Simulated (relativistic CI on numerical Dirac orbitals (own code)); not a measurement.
What each ingredient does to the levels of In¹⁶⁺

Base calculation: Dirac-Coulomb-Breit CI, separate exchange-only KLI orbitals for each configuration, model QED (radiative potential, 1s self-energy scaled to tabulated hydrogen-like ionisation energies), unscaled Slater integrals.

Configurations in the expansion (outside the closed core [Ar] 3d10): 4s2.4p3, 4s.4p4, 4p5, 4s2.4p2.4d, 4s.4p3.4d, 4s2.4p2.4f, 4s.4p3.4f, 4p4.4d, 4s.4p2.4d2, 4s2.4p.4d.4f, 4s2.4p2.5s, 4s2.4p.4d2, 4s2.4d3, 4s.4p.4d3, 4s2.4d2.4f, 4s.4p.4d2.4f, 4s2.4d2.5s, 4p3.4d2, 4p2.4d3, 4p2.4d2.4f, 4p2.4d2.5s. Double excitations out of closed p, d and f shells are left out; levels of such configurations are missing from the list, as are those of other unlisted configurations, and high levels can miss mixing partners.

Variants: (1) configuration mixing switched off. Shifts of the energy above 4s2.4p3 4S°_3/2, in cm⁻¹, for the lowest level and the first level of each name with at least 55 % of one term (blank where a level changes its place among those of its configuration and J or its character, or is not in the variant):

| Level | Base | Δ(1) |
| --- | --- | --- |
| 4s2.4p3 4S°_3/2 | 0 | 0 |
| 4s2.4p3 2D°_3/2 | 57464 | +1635 |
| 4s2.4p3 2D°_5/2 | 76935 | +3075 |
| 4s2.4p3 2P°_1/2 | 106868 | +4404 |
| 4s2.4p3 2P°_3/2 | 160627 | +4856 |
| 4s.4p4 4P_5/2 | 370251 | +12806 |
| 4s.4p4 4P_3/2 | 410550 | +16116 |
| 4s.4p4 4P_1/2 | 416963 | +14267 |
| 4s.4p4 2D_3/2 | 462693 | +36483 |
| 4s.4p4 2D_5/2 | 480921 | +35268 |
| 4s2.4p2.4d 4F_3/2 | 552262 | -6171 |
| 4s2.4p2.4d 2F_5/2 | 596588 | +1878 |
| 4s2.4p2.4d 4F_7/2 | 605078 | +355 |
| 4s2.4p2.4d 4D_3/2 | 611117 | -10278 |

At this charge energies of transitions that change n are usually good to better than 1 %, and those within a shell (Δn = 0) to a few per cent.

Ionisation energy from the two ground configurations alone: base 425.219 eV. The NIST ASD value (theoretical) is 425 eV.

LS names give the leading component of a level, which can be under half, so a name can repeat, a term be missing and a line seem to break the LS rules.
